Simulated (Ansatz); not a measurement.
Gas-phase electronic energies from Ansatz, PBE0-D4/def2-TZVP geometries. CBS: MP2 limit from def2 TZ/QZ plus the TZ coupled-cluster correction, frozen cores. This one scheme is used for every species. DFT in def2-TZVPP. B3LYP here is the variant with VWN-RPA as its local correlation; programs differ in this. For Ga outer-core shells are correlated without core-valence functions, which leaves a few kJ/mol of doubt a bond. Scalar relativity is left out up to krypton. One conformer a species, not always the lowest.

Consider the formal exchange of groups at a B–F bond: `FB1CC1` + `[CH3][GaH][CH2]F` → `[CH3][GaH][B]1CC1` + `FCF`.

Q: Is it downhill or uphill in electronic energy at CCSD(T)/CBS, and by how much? (An estimate is asked.)

A: Ansatz gave: Uphill: ΔE = +1.35 eV.

Q: What do these levels give: PBE-D4, r2SCAN-D4, B3LYP-D4, ωB97X-V, PBE0, B3LYP, HF/def2-TZVPP, SCS-MP2/def2-TZVPP, CCSD/def2-TZVPP, CCSD(T)/def2-TZVPP, MP2/def2-QZVPP, CCSD/CBS(def2)? (An estimate is asked.)

A: Computed: PBE-D4 1.27, r2SCAN-D4 1.29, B3LYP-D4 1.37, ωB97X-V 1.32, PBE0 1.28, B3LYP 1.39, HF/def2-TZVPP 1.33, SCS-MP2/def2-TZVPP 1.35, CCSD/def2-TZVPP 1.32, CCSD(T)/def2-TZVPP 1.31, MP2/def2-QZVPP 1.40, CCSD/CBS(def2) 1.36 eV.

Largest T1 diagnostic among the species: 0.012.
